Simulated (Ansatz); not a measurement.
Program: Ansatz. Geometries: PBE0-D4/def2-TZVP. ΔE: electronic, gas phase. CBS: MP2 limit from def2 TZ/QZ plus the TZ coupled-cluster correction, frozen cores. Functionals use def2-TZVPP. B3LYP here is the variant with VWN-RPA as its local correlation; programs differ in this. def2 core potentials past Kr. For Br, In outer-core shells are correlated without core-valence functions, which leaves a few kJ/mol of doubt a bond. Scalar relativity is left out up to krypton. One conformer a species, not always the lowest.

Reaction (ligand exchange at the In–Br bond): `[Br][InH2]` + `N=C(O)O` → `N=C(O)[O][InH2]` + HBr

(1) Is it downhill or uphill in electronic energy at CCSD(T)/CBS, and by how much? (An estimate is asked.)

(2) What do these levels give: B3LYP-D4, MP2/def2-SVP, CCSD(T)/def2-TZVPP, HF/CBS(def2), MP2/CBS(def2), CCSD/CBS(def2)? (Estimate.)

Largest T1 diagnostic among the species: 0.016.

Results:

(1) Computed: Uphill: ΔE = +0.90 eV.

(2) Computed: B3LYP-D4 0.93, MP2/def2-SVP 0.96, CCSD(T)/def2-TZVPP 0.89, HF/CBS(def2) 1.13, MP2/CBS(def2) 0.92, CCSD/CBS(def2) 0.93 eV.

The D4 term adds −0.06 eV with B3LYP and −0.03 eV with PBE0; it sums over pairs of atoms, weighted by their polarisabilities, and B3LYP, whose exchange is more repulsive, gets the larger term. In def2-TZVPP, CCSD(T) changes the Hartree–Fock value by −0.27 eV (the triples alone add −0.04 eV) and MP2 by −0.24 eV.
